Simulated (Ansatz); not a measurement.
Z-matrix (Å, degrees):
```
Si
Ge 1 2.256
O 1 1.651 2 55.3
H 1 1.484 2 122.7 3 -102.3
H 1 1.484 2 122.7 3 102.3
H 2 1.535 1 123.7 3 83.6
H 2 1.535 1 123.7 3 -83.6
```

Total charge 0; spin multiplicity 1.

(1) List the B3LYP/def2-TZVPP orbital energies in eV (the Gaussian-basis code of Ansatz). (An estimate is asked.)

## Answers

(1) Computed: Occupied: -10850.63, -1799.81, -1354.99, -1205.92, -1205.87, -1205.87, -520.11, -169.53, -144.26, -119.86, -119.73, -119.73, -99.63, -99.56, -99.54, -33.46, -33.35, -33.34, -33.25, -33.22, -26.16, -15.01, -14.19, -10.92, -10.80, -10.14, -9.64, -8.19, -6.82. Lowest empty: -1.32, -0.77, 0.69, 0.73, 1.33, 1.78, 3.63, 3.69.

B3LYP here is the variant with VWN-RPA as its local correlation; programs differ in this.
